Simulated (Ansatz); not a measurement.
Species: tribromosilane, sum formula SiHBr₃, charge 0, multiplicity 1. 
Structure (B3LYP-D3(BJ)/def2-TZVP (Ansatz, a first-principles code) minimum search):
```
Si
H 1 1.4660
Br 1 2.2131 2 108.94
Br 1 2.2131 2 108.94 3 -120.00
Br 1 2.2131 2 108.94 3 120.00
```

Wanted: vertical triplet-singlet gap (E(triplet) - E(singlet); each state is the SCF solution reached for its spin; the molecule has degenerate orbitals, so one determinant may break the symmetry; for the triplet the Hartree-Fock reference is unstable and T1 is 0.020), in kcal/mol. Valence correlation only, unless marked. UHF or UKS for open shells. No spin-orbit coupling. Frozen are the shells of the preceding noble gas and the d and f shells that filled before the atom's block. Non-relativistic. 

```csv
level,program,vertical triplet-singlet gap (kcal/mol)
HF/def2-SVPD,Ansatz,146.2
HF/def2-TZVPPD,Ansatz,146.1
RI-HF/def2-QZVPPD,Ansatz,146.0
PBE/def2-TZVPD,Ansatz,119.0
B3LYP/def2-TZVPD,Ansatz,128.2
PBE0/def2-TZVPD,Ansatz,131.8
BHLYP/def2-TZVPD,Ansatz,142.7
CAM-B3LYP/def2-TZVPD,Ansatz,140.0
wB97X-V/def2-TZVPD,Ansatz,148.7
MP2/def2-SVPD,Ansatz,152.9
MP2/def2-TZVPPD,Ansatz,153.4
CCSD/def2-SVPD,Ansatz,147.7
CCSD(T)/def2-SVPD,Ansatz,145.7
CCSD(T)/def2-TZVPPD,Ansatz,146.6
```
